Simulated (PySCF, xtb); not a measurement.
C3H7InO2, SMILES C=C[CH2][In]([OH])[OH]. The values are those of a single conformer.

Harmonic wavenumbers (cm⁻¹) from GFN2-xTB run with xtb 6.7.1 at its own minimum, in rising order: 22, 48, 75, 100, 125, 186, 265, 325, 337, 405, 422, 440, 614, 650, 667, 704, 876, 943, 991, 1018, 1021, 1168, 1282, 1385, 1422, 1654, 2988, 3007, 3020, 3084, 3129, 3626, 3678.

### Question
What does PBE-D3(BJ)/def2-SVP (PySCF 2.14.0) give at its own minimum? (Estimate from the structure and the level; the computed values follow.)

### Answer
20, 41, 96, 118, 131, 205, 287, 318, 373, 442, 560, 572, 662, 710, 786, 819, 870, 921, 980, 1012, 1034, 1164, 1269, 1360, 1399, 1649, 3006, 3059, 3070, 3082, 3172, 3696, 3703. Paired by order, the mean absolute difference is 36 cm⁻¹ and the zero-point energies are 56.7 and 58.0 kcal/mol.
